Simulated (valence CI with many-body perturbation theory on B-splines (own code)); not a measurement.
The numbers below are computed, except where a source is named.
Level structure of Zr¹⁷⁺

Method: relativistic CI+MBPT: five valence electrons over a frozen Dirac-Fock core [Ar], radial functions for each j: 7 s, 7 p, 8 d, 6 f, 4 g, 1 h, with the one-electron correlation potential Σ1, the two-electron term Σ2, the three-electron term Σ3, Breit, model QED; selected CI, second order for the rest, scaled by the run's own slope (own B-spline code, finite nucleus).

No measured spectrum was set against this ion. As an estimate, terms of the open shell hold to 2 to 4 % of their energy, and close levels can change places. Only levels of the ground parity were solved; by the run's estimate the other parity begins above the list, which can be wrong where configurations are misplaced.

Levels 1 to 37 of 37, with energies above the lowest level, 3d⁵ ⁶S_5/2. "Leading %" is the weight of the configuration and term that name the level; weights of strongly mixed levels are sums over their largest components and can fall short. In the jj column 3d3/2^4 stands for four electrons in 3d with j = 3/2.

| No. | Configuration | Term | J | E (cm⁻¹) | Leading % | g | Second component | Leading jj |
| --- | --- | --- | --- | --- | --- | --- | --- | --- |
| 1 | 3d⁵ | ⁶S | 5/2 | 0 | 96 | 1.981 | 4 % 3d⁵ ⁴P | 3d3/2^2 3d5/2^3 (38 %) |
| 2 | 3d⁵ | ⁴G | 5/2 | 83065 | 50 | 0.919 | 14 % 3d⁵ ⁴P | 3d3/2^4 3d5/2 (60 %) |
| 3 | 3d⁵ | ⁴G | 7/2 | 89652 | 87 | 1.015 | 6 % 3d⁵ ²F | 3d3/2^3 3d5/2^2 (63 %) |
| 4 | 3d⁵ | ⁴G | 11/2 | 90135 | 93 | 1.257 | 6 % 3d⁵ ²H | 3d3/2^3 3d5/2^2 (48 %) |
| 5 | 3d⁵ | ⁴G | 9/2 | 92065 | 96 | 1.169 |  | 3d3/2^2 3d5/2^3 (59 %) |
| 6 | 3d⁵ | ⁴G | 5/2 | 92717 | 36 | 1.159 | 34 % 3d⁵ ⁴P | 3d3/2^3 3d5/2^2 (45 %) |
| 7 | 3d⁵ | ⁴P | 3/2 | 95020 | 58 | 1.486 | 37 % 3d⁵ ⁴D | 3d3/2^3 3d5/2^2 (74 %) |
| 8 | 3d⁵ | ⁴P | 1/2 | 100980 | 75 | 2.049 | 22 % 3d⁵ ⁴D | 3d3/2^2 3d5/2^3 (50 %) |
| 9 | 3d⁵ | ⁴D | 7/2 | 109880 | 86 | 1.382 | 7 % 3d⁵ ⁴G | 3d3/2^2 3d5/2^3 (72 %) |
| 10 | 3d⁵ | ⁴D | 5/2 | 117920 | 57 | 1.372 | 21 % 3d⁵ ⁴P | 3d3/2^3 3d5/2^2 (43 %) |
| 11 | 3d⁵ | ⁴D | 1/2 | 118500 | 77 | 0.597 | 22 % 3d⁵ ⁴P | 3d3/2^2 3d5/2^3 (81 %) |
| 12 | 3d⁵ | ⁴D | 3/2 | 121420 | 57 | 1.368 | 37 % 3d⁵ ⁴P | 3d3/2^2 3d5/2^3 (52 %) |
| 13 | 3d⁵ | ²I | 11/2 | 128810 | 83 | 0.955 | 14 % 3d⁵ ²H | 3d3/2^2 3d5/2^3 (58 %) |
| 14 | 3d⁵ | ²I | 13/2 | 134810 | 100 | 1.075 |  | 3d3/2^2 3d5/2^3 (100 %) |
| 15 | 3d⁵ | ²F | 5/2 | 139100 | 32 | 1.095 | 31 % 3d⁵ ²D | 3d3/2 3d5/2^4 (44 %) |
| 16 | 3d⁵ | ²D | 3/2 | 141240 | 59 | 0.681 | 37 % 3d⁵ ⁴F | 3d3/2^2 3d5/2^3 (64 %) |
| 17 | 3d⁵ | ²F | 7/2 | 142280 | 47 | 1.135 | 36 % 3d⁵ ⁴F | 3d3/2^3 3d5/2^2 (67 %) |
| 18 | 3d⁵ | ⁴F | 9/2 | 144910 | 48 | 1.197 | 39 % 3d⁵ ²G | 3d3/2^3 3d5/2^2 (58 %) |
| 19 | 3d⁵ | ⁴F | 5/2 | 153890 | 69 | 1.015 | 23 % 3d⁵ ²F | 3d3/2^2 3d5/2^3 (72 %) |
| 20 | 3d⁵ | ²H | 9/2 | 159930 | 57 | 1.073 | 35 % 3d⁵ ⁴F | 3d3/2^2 3d5/2^3 (95 %) |
| 21 | 3d⁵ | ²F | 7/2 | 161520 | 46 | 1.179 | 36 % 3d⁵ ⁴F | 3d3/2 3d5/2^4 (66 %) |
| 22 | 3d⁵ | ⁴F | 3/2 | 164380 | 59 | 0.585 | 37 % 3d⁵ ²D | 3d3/2 3d5/2^4 (58 %) |
| 23 | 3d⁵ | ²G | 7/2 | 168560 | 76 | 0.948 | 23 % 3d⁵ ²F | 3d3/2^2 3d5/2^3 (78 %) |
| 24 | 3d⁵ | ²F | 5/2 | 174180 | 70 | 0.955 | 21 % 3d⁵ ²D | 3d3/2^2 3d5/2^3 (50 %) |
| 25 | 3d⁵ | ²H | 11/2 | 174570 | 80 | 1.068 | 16 % 3d⁵ ²I | 3d3/2 3d5/2^4 (86 %) |
| 26 | 3d⁵ | ²G | 9/2 | 180940 | 53 | 1.078 | 32 % 3d⁵ ²H | 3d3/2 3d5/2^4 (71 %) |
| 27 | 3d⁵ | ²F | 7/2 | 182660 | 72 | 1.144 | 21 % 3d⁵ ⁴F | 3d3/2 3d5/2^4 (50 %) |
| 28 | 3d⁵ | ²F | 5/2 | 185000 | 48 | 1.006 | 34 % 3d⁵ ²D | 3d5/2^5 (53 %) |
| 29 | 3d⁵ | ²S | 1/2 | 193600 | 95 | 1.983 |  | 3d3/2^3 3d5/2^2 (38 %) |
| 30 | 3d⁵ | ²D | 3/2 | 215760 | 98 | 0.805 |  | 3d3/2 3d5/2^4 (35 %) |
| 31 | 3d⁵ | ²D | 5/2 | 222210 | 86 | 1.166 | 10 % 3d⁵ ²F | 3d3/2 3d5/2^4 (44 %) |
| 32 | 3d⁵ | ²G | 9/2 | 240130 | 100 | 1.109 |  | 3d3/2^2 3d5/2^3 (79 %) |
| 33 | 3d⁵ | ²G | 7/2 | 242990 | 96 | 0.897 |  | 3d3/2 3d5/2^4 (46 %) |
| 34 | 3d⁵ | ²P | 3/2 | 285360 | 89 | 1.276 | 10 % 3d⁵ ²D | 3d3/2^2 3d5/2^3 (75 %) |
| 35 | 3d⁵ | ²P | 1/2 | 291060 | 97 | 0.698 |  | 3d3/2^2 3d5/2^3 (44 %) |
| 36 | 3d⁵ | ²D | 5/2 | 314930 | 99 | 1.198 |  | 3d3/2^2 3d5/2^3 (80 %) |
| 37 | 3d⁵ | ²D | 3/2 | 319380 | 89 | 0.850 | 10 % 3d⁵ ²P | 3d3/2 3d5/2^4 (65 %) |

Names give the largest LS component (configuration and term), which can be under half, so a name can repeat, a term be missing and a line seem to break the LS rules; names also repeat where a configuration has a term twice.

The ionisation energy to 3d⁴ ⁵D0 of the next ion comes out as 689.16 eV (NIST: 690 ± 3 eV (theoretical)). All 37 levels together are meant to be complete up to 332130 cm⁻¹.
